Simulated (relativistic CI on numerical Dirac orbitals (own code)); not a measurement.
## Mo+: M2,3 absorption edge

Computed with this model: Dirac-Coulomb-Breit CI, separate exchange-only KLI orbitals for each configuration, model QED, valence Slater integrals scaled by 0.8, multiplet model of core-to-valence dipole absorption; configurations [Kr] 4d5 → [Ne] 3s2 3p5 3d10 4s2 4p6 4d6; 80 K; Lorentzian 2 eV and Gaussian 0.4 eV FWHM. Energies are those of the free ion, without screening or charge transfer. The branching ratio is the share of the lower-energy edge in the whole absorption, uncertain by about 0.02 where the edges overlap. S is read from ⟨S²⟩ = S(S + 1).

Field parameters in Wybourne normalisation: Td as Oh with Dq negative (B⁴₀ = 21Dq, B⁴₄ = √(5/14) B⁴₀). The field is a parameter set, without covalency.

Case Td, 10Dq = -15000 cm⁻¹, the dichroism is that of the ground state at zero temperature, magnetised by exchange field 10 meV on Sz. The dichroism I(Δm = −1) − I(Δm = +1), over the sum of the three polarisations, integrates to 0.0957 on the lower edge and 0.0312 on the upper edge. The branching ratio is 0.780.

**Question.** Use the orbital sum rule with 5 holes to get ⟨Lz⟩.

**Answer.** For a p → d edge ⟨Lz⟩ = 2 × n_h × (sum of both integrals) in this sign convention = 1.27; the ground state itself has ⟨Lz⟩ = 1.26 and ⟨Sz⟩ = -0.49. The rule assumes one radial integral for both edges, which relativistic orbitals only approach.
